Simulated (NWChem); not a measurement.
System: CH5ClFNSi; SMILES NC[Si@H](F)Cl

NWChem input:

```
start job
memory heap 200 mb stack 900 mb global 1100 mb
geometry units angstroms noautosym nocenter noautoz
  N     -0.398765     2.629157    -0.039807
  C     -0.917501     1.264743    -0.269202
  Si     0.237635    -0.078962     0.363337
  F      1.655961     0.078960    -0.393016
  Cl    -0.488799    -1.983383    -0.020599
  H     -0.260387     2.801653     0.954610
  H      0.508118     2.745169    -0.488613
  H     -1.096272     1.134911    -1.343676
  H     -1.901786     1.177884     0.207775
  H      0.499794     0.032591     1.817787
end
basis spherical
  N library 6-31g*
  C library 6-31g*
  Si library 6-31g*
  F library 6-31g*
  Cl library 6-31g*
  H library 6-31g*
end
dft
  xc xpbe96 cpbe96
  iterations 150
end
cosmo
  do_cosmo_smd true
  solvent octanol
end
task dft energy
```

NWChem printed, in part:

```
             Northwest Computational Chemistry Package (NWChem) 7.3.0
             --------------------------------------------------------

                             Geometry "geometry" -> ""
                             -------------------------

 Output coordinates in angstroms (scale by  1.889725989 to convert to a.u.)

  No.       Tag          Charge          X              Y              Z
 ---- ---------------- ---------- -------------- -------------- --------------
    1 N                    7.0000    -0.39876500     2.62915700    -0.03980700
    2 C                    6.0000    -0.91750100     1.26474300    -0.26920200
    3 Si                  14.0000     0.23763500    -0.07896200     0.36333700
    4 F                    9.0000     1.65596100     0.07896000    -0.39301600
    5 Cl                  17.0000    -0.48879900    -1.98338300    -0.02059900
    6 H                    1.0000    -0.26038700     2.80165300     0.95461000
    7 H                    1.0000     0.50811800     2.74516900    -0.48861300
    8 H                    1.0000    -1.09627200     1.13491100    -1.34367600
    9 H                    1.0000    -1.90178600     1.17788400     0.20777500
   10 H                    1.0000     0.49979400     0.03259100     1.81778700

 Effective nuclear repulsion energy (a.u.)     295.9730477894

  pbe96 is a nonlocal functional; adding pw91lda local functional.

                                 NWChem DFT Module
                                 -----------------

 Summary of "ao basis" -> "ao basis" (spherical)
 ------------------------------------------------------------------------------
       Tag                 Description            Shells   Functions and Types
 ---------------- ------------------------------  ------  ---------------------
 N                           6-31g*                  6       14   3s2p1d
 C                           6-31g*                  6       14   3s2p1d
 Si                          6-31g*                  8       18   4s3p1d
 F                           6-31g*                  6       14   3s2p1d
 Cl                          6-31g*                  8       18   4s3p1d
 H                           6-31g*                  2        2   2s

 in cosmo_initialize ...
 calling solv_data for solv:octanol

 solvent parameters
 solvname_short: octanol
 solvname_long:  1-octanol
 dielec:        9.8629
 dielecinf:     2.0435
 nonaqueous SMD model solvent descriptors
 dielec:        9.8629
 sola:          0.3700
 solb:          0.4800
 solc:          0.0000
 solg:         39.0100
 solh:          0.0000
 soln:          1.4295

          ---------------
          -cosmo- solvent
          ---------------
 Cosmo: York-Karplus, doi: 10.1021/jp992097l
 dielectric constant -eps-     =   9.86
 screen = (eps-1)/(eps    )    =   0.89861
 surface charge correction     = lagrangian

   van der Waals surface
 --------------------------

[...]

                                COSMO-SMD solvation results
                                ---------------------------

             internal energy in gas <Psi(g)|H|Psi(g)> =      -944.899852760381
         internal energy in solvent <Psi(s)|H|Psi(s)> =      -944.898881970867
                               delta internal energy  =         0.000970789513 (    0.61 kcal/mol)
   total free energy in solvent <Psi(s)|H+V/2|Psi(s)> =      -944.909445464477
 polarization energy contribution <Psi(s)|V/2|Psi(s)> =        -0.010563493609 (   -6.63 kcal/mol)
    total free energy in solvent including G(SMD-CDS) =      -944.909272594438
                       G(SMD-CDS) energy contribution =         0.000172870038 (    0.11 kcal/mol)
     1 M fixed-concentration free energy of solvation =        -0.009419834058 (   -5.91 kcal/mol)

                       DFT Final Molecular Orbital Analysis
                       ------------------------------------

 Vector   27  Occ=2.000000D+00  E=-2.952370D-01
              MO Center= -4.0D-01, -1.7D+00, -1.9D-02, r^2= 1.9D+00
   Bfn.  Coefficient  Atom+Function         Bfn.  Coefficient  Atom+Function
  ----- ------------  ---------------      ----- ------------  ---------------
    67      0.629889   5 Cl px               71      0.342921   5 Cl px
    69     -0.248954   5 Cl pz               63     -0.247560   5 Cl px
    68     -0.158115   5 Cl py               73     -0.132170   5 Cl pz
    50      0.124176   4 F  py               65      0.097848   5 Cl pz
    54      0.090026   4 F  py               72     -0.080716   5 Cl py

 Vector   28  Occ=2.000000D+00  E=-2.834736D-01
              MO Center= -2.7D-01, -1.0D+00,  2.6D-01, r^2= 3.8D+00
   Bfn.  Coefficient  Atom+Function         Bfn.  Coefficient  Atom+Function
  ----- ------------  ---------------      ----- ------------  ---------------
    69      0.559809   5 Cl pz               73      0.305840   5 Cl pz
    88     -0.249105  10 H  s                65     -0.219427   5 Cl pz
    67      0.178319   5 Cl px               87     -0.170145  10 H  s
    37     -0.131322   3 Si pz               20      0.108270   2 C  s
     3      0.105077   1 N  px               17      0.099545   2 C  px

 Vector   29  Occ=2.000000D+00  E=-1.892358D-01
              MO Center= -5.0D-01,  2.1D+00, -7.9D-02, r^2= 2.6D+00
   Bfn.  Coefficient  Atom+Function         Bfn.  Coefficient  Atom+Function
  ----- ------------  ---------------      ----- ------------  ---------------
     3      0.329964   1 N  px                4     -0.324812   1 N  py
     8     -0.305883   1 N  py                7      0.282069   1 N  px
     6     -0.210068   1 N  s                34     -0.203900   3 Si s
     5      0.186632   1 N  pz               35      0.169159   3 Si px
     9      0.161881   1 N  pz               18      0.151441   2 C  py

 Vector   30  Occ=0.000000D+00  E= 1.630095D-04
              MO Center= -2.0D-02,  1.7D-01,  4.2D-01, r^2= 4.5D+00
   Bfn.  Coefficient  Atom+Function         Bfn.  Coefficient  Atom+Function
  ----- ------------  ---------------      ----- ------------  ---------------
    39      0.633855   3 Si px               40      0.621456   3 Si py
    70      0.599848   5 Cl s                38     -0.536755   3 Si s
    72      0.470442   5 Cl py                6     -0.452970   1 N  s
    36      0.417542   3 Si py               35      0.308279   3 Si px
    68      0.250612   5 Cl py               52     -0.215857   4 F  s

 Vector   31  Occ=0.000000D+00  E= 6.725282D-03
              MO Center=  4.1D-01, -4.5D-01,  1.8D-01, r^2= 3.8D+00
   Bfn.  Coefficient  Atom+Function         Bfn.  Coefficient  Atom+Function
  ----- ------------  ---------------      ----- ------------  ---------------
    39      0.609799   3 Si px               52     -0.460055   4 F  s
    40     -0.453841   3 Si py               38      0.423854   3 Si s
    41     -0.381906   3 Si pz               34      0.350091   3 Si s
    36     -0.302966   3 Si py               71     -0.298504   5 Cl px
    70     -0.259860   5 Cl s                72     -0.249963   5 Cl py

 Vector   32  Occ=0.000000D+00  E= 4.685699D-02
              MO Center= -2.1D-01,  8.0D-01,  2.0D-01, r^2= 5.0D+00
   Bfn.  Coefficient  Atom+Function         Bfn.  Coefficient  Atom+Function
  ----- ------------  ---------------      ----- ------------  ---------------
    20      1.230925   2 C  s                38     -1.088679   3 Si s
     6      0.655511   1 N  s                40     -0.561507   3 Si py
    39      0.497622   3 Si px               22     -0.459393   2 C  py
    84     -0.400612   8 H  s                88      0.391621  10 H  s
    80     -0.387610   6 H  s                82     -0.337163   7 H  s

     Multipole analysis of the density
     ---------------------------------

     L   x y z        total         alpha         beta         nuclear
     -   - - -        -----         -----         ----         -------
     0   0 0 0     -0.000000    -29.000000    -29.000000     58.000000

     1   1 0 0     -0.048399      0.567226      0.567226     -1.182851
     1   0 1 0      0.759206      0.594629      0.594629     -0.430053
     1   0 0 1      0.466302     -0.195262     -0.195262      0.856826

     2   2 0 0    -33.552330    -90.144552    -90.144552    146.736774
     2   1 1 0      2.019157      0.489557      0.489557      1.040043
     2   1 0 1     -0.072992      2.453926      2.453926     -4.980843
     2   0 2 0    -36.248712   -273.570734   -273.570734    510.892756
     2   0 1 1      1.658096      5.560096      5.560096     -9.462095
     2   0 0 2    -30.833727    -33.262327    -33.262327     35.690928
```

Level: PBE/6-31G* (spherical d), SMD on the gas-phase geometry. Geometry: optimised at B3LYP/6-31G* (spherical d). Solvent: 1-octanol.
